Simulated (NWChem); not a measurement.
The numbers come from NWChem runs, not from measurements. System: ClGa, charge 0, spin multiplicity 1, displaced from the optimised geometry. The structure started from a generated list of species. Level: CR-CCSD(T)/def2-SVP, 14 core orbitals frozen, spin-restricted.

Output (cleaned and shortened):

```
             Northwest Computational Chemistry Package (NWChem) 7.3.0
             --------------------------------------------------------

                                NWChem Input Module
                                -------------------

 Scaling coordinates for geometry "geometry" by  1.889725989
 (inverse scale =  0.529177249)

                             Geometry "geometry" -> ""
                             -------------------------

 Output coordinates in angstroms (scale by  1.889725989 to convert to a.u.)

  No.       Tag          Charge          X              Y              Z
 ---- ---------------- ---------- -------------- -------------- --------------
    1 Ga                  31.0000     0.00000000     0.00000000    -0.79094600
    2 Cl                  17.0000     0.00000000     0.00000000     3.67557200

 Effective nuclear repulsion energy (a.u.)      62.4370953443

            Nuclear Dipole moment (a.u.)
            ----------------------------
        X                 Y               Z
 ---------------- ---------------- ----------------
     0.0000000000     0.0000000000    71.7441992674


 Summary of "ao basis" -> "" (spherical)
 ------------------------------------------------------------------------------
       Tag                 Description            Shells   Functions and Types
 ---------------- ------------------------------  ------  ---------------------
 *                          def2-svp                  on all atoms

 Summary of "ao basis" -> "ao basis" (spherical)
 ------------------------------------------------------------------------------
       Tag                 Description            Shells   Functions and Types
 ---------------- ------------------------------  ------  ---------------------
 Ga                         def2-svp                12       32   5s4p3d
 Cl                         def2-svp                 8       18   4s3p1d

                                 NWChem SCF Module
                                 -----------------

  ao basis        = "ao basis"
  functions       =    50
  atoms           =     2
  closed shells   =    24
  open shells     =     0
  charge          =   0.00
  wavefunction    = RHF
  use symmetry    = F
  symmetry adapt  = F

 Summary of "ao basis" -> "ao basis" (spherical)
 ------------------------------------------------------------------------------
       Tag                 Description            Shells   Functions and Types
[...]
 no EOMCCSD initial starts read in
 TCE RESTART OPTIONS
 SLICE:      F
 D4D5:       F
 quantumc:   F
 qrotation:  F
 pwtce:      F
 qducc:      F
 nacto:                         0
 nrotv:                         0
 nrot:                          0

            Memory Information
            ------------------
          Available GA space size is     249034300 doubles
          Available MA space size is     104853700 doubles

 Maximum block size supplied by input
 Maximum block size        24 doubles

 tile_dim =     13

 -------------------------------------------------

 Global array virtual files algorithm will be used

 Parallel file system coherency ......... OK

 4-electron integrals stored in orbital form

 v2    file size   =           440586
 4-index algorithm nr.  13 is used
 imaxsize =       30
 imaxsize ichop =        0


CCSD iterations
 ---------------------------------------------------------
 Iter          Residuum       Correlation     Cpu    Wall
 ---------------------------------------------------------
    1   0.1416213976581  -0.3038562133442     0.1     0.1
    2   0.0389231435925  -0.3078166113835     0.1     0.1
    3   0.0206506152616  -0.3152040150165     0.1     0.1
    4   0.0165314287194  -0.3164993780459     0.1     0.1
    5   0.0141149841385  -0.3180642354312     0.1     0.1
    6   0.0086435277627  -0.3189785410021     0.1     0.1
    7   0.0086432222276  -0.3191630763071     0.1     0.1
    8   0.0086608806749  -0.3193787357838     0.1     0.1
    9   0.0122008490424  -0.3193823977504     0.1     0.1
   10   0.0174701750516  -0.3198683308534     0.1     0.1
   11   0.0020159633381  -0.3202215643657     0.1     0.1
   12   0.0014373300154  -0.3204520667438     0.1     0.1
   13   0.0019214626645  -0.3203871527299     0.1     0.1
   14   0.0020817639704  -0.3205291847032     0.1     0.1
   15   0.0031075767024  -0.3204056854596     0.1     0.1
   16   0.0003647305226  -0.3205461228556     0.1     0.1
   17   0.0005069722044  -0.3205354248859     0.1     0.1
   18   0.0003921623276  -0.3205396375536     0.1     0.1
   19   0.0007080129425  -0.3205296602910     0.1     0.1
   20   0.0008483379740  -0.3205448945914     0.1     0.1
   21   0.0001258578819  -0.3205335903596     0.1     0.1
   22   0.0001184225058  -0.3205499419417     0.1     0.1
   23   0.0000935589399  -0.3205531444729     0.1     0.1
   24   0.0001536567696  -0.3205576708403     0.1     0.1
   25   0.0001984942894  -0.3205575212960     0.1     0.1
   26   0.0000376004583  -0.3205668650316     0.1     0.1
   27   0.0000263974244  -0.3205676448520     0.1     0.1
   28   0.0000311567847  -0.3205655211697     0.1     0.1
   29   0.0000393386343  -0.3205672791200     0.1     0.1
   30   0.0000596692814  -0.3205652856884     0.1     0.1
   31   0.0000076029956  -0.3205669328653     0.1     0.1
   32   0.0000123620582  -0.3205673196722     0.1     0.1
   33   0.0000085964405  -0.3205679930015     0.1     0.1
   34   0.0000154617760  -0.3205676764697     0.1     0.1
   35   0.0000159063540  -0.3205684207464     0.1     0.1
   36   0.0000020955832  -0.3205688550555     0.1     0.1
   37   0.0000019492021  -0.3205688032415     0.1     0.1
   38   0.0000016789860  -0.3205687376034     0.1     0.1
   39   0.0000027838967  -0.3205687589032     0.1     0.1
   40   0.0000038365738  -0.3205687186762     0.1     0.1
   41   0.0000006022603  -0.3205687182857     0.1     0.1
 -----------------------------------------------------------------
 Iterations converged
 CCSD correlation energy / hartree =        -0.320568718285675
 CCSD total energy / hartree       =     -2382.599742426833473

 Singles contributions
    27a   (alpha) ---    24a   (alpha)       -0.2593050012

 Doubles contributions
    25a   (alpha)    25a   (beta ) ---    21a   (alpha)    21a   (beta )       -0.1012527228
    26a   (alpha)    26a   (beta ) ---    21a   (alpha)    21a   (beta )       -0.1012527228
    27a   (alpha)    27a   (beta ) ---    24a   (alpha)    24a   (beta )       -0.2172053548
 CR-CCSD(T)

 CR-CCSD[T]  correction energy / hartree =        -0.013136198805800
 CR-CCSD[T] correlation energy / hartree =        -0.333704917091475
 CR-CCSD[T] total energy / hartree       =     -2382.612878625639496
 CR-CCSD(T)  correction energy / hartree =        -0.011542765140431
 CR-CCSD(T) correlation energy / hartree =        -0.332111483426106
 CR-CCSD(T) total energy / hartree       =     -2382.611285191973820

 Task  times  cpu:       11.4s     wall:       11.4s

 Total times  cpu:       11.5s     wall:       11.5s
```

### Question
Write an NWChem input that would produce this output.

### Answer
Several could match; the one computed here: 
```
start mol
memory heap 100 mb stack 700 mb global 1900 mb
geometry units angstroms nocenter noautoz noautosym
  Ga     0.000000     0.000000    -0.790946
  Cl     0.000000     0.000000     3.675572
end
basis spherical
  * library def2-svp
end
scf
  rhf
  nopen 0
  maxiter 100
  thresh 1e-7
  semidirect memsize 60000000 filesize 0
end
tce
  freeze core 14
  cr-ccsd(t)
  2eorb
  2emet 13
  thresh 1e-6
  maxiter 100
  tilesize 24
end
task tce energy
```
